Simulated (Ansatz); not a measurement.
`C[O][Sc]([OH])[OH]` and `[NH2][Sc]([OH])[OH]` differ in one atom or group.

Ansatz, PBE0-D4/def2-TZVP geometries, multiplicity 1. Each molecule was computed in one conformer, which needn't be the lowest.

Scalar relativity is left out up to krypton.

```
                                        property  `C[O][Sc]([OH])[OH]`
               HOMO energy (PBE/def2-TZVPP) / eV                 -6.01
            HOMO–LUMO gap (PBE0/def2-TZVPP) / eV                  6.19
size of the dipole moment (B3LYP/def2-TZVPP) / D                  0.05
  zero-point energy (PBE0-D4/def2-TZVP) / kJ/mol                 173.3
              LUMO energy (PBE0/def2-TZVPP) / eV                 -1.35
           HOMO energy (ωB97M-V/def2-TZVPP) / eV                 -9.94
```

What does the change do to each property? (An estimate is asked.)

Ansatz gave: 
| property | `[NH2][Sc]([OH])[OH]` | shift |
| --- | --- | --- |
| HOMO energy (PBE/def2-TZVPP) / eV | -5.47 | 0.54 |
| HOMO–LUMO gap (PBE0/def2-TZVPP) / eV | 5.56 | -0.63 |
| size of the dipole moment (B3LYP/def2-TZVPP) / D | 0.74 | 0.69 |
| zero-point energy (PBE0-D4/def2-TZVP) / kJ/mol | 130.7 | -42.6 |
| LUMO energy (PBE0/def2-TZVPP) / eV | -1.23 | 0.12 |
| HOMO energy (ωB97M-V/def2-TZVPP) / eV | -9.17 | 0.77 |

With PBE0 the HOMO rises by 0.75 eV and the LUMO rises by 0.12 eV, so the gap narrows by about 0.63 eV. PBE moves the HOMO by 0.54 eV and ωB97M-V by 0.77 eV. The zero-point energy changes by -42.6 kJ/mol with -6 modes. Dipoles are sizes alone; their direction can turn.

B3LYP here is the variant with VWN-RPA as its local correlation; programs differ in this.
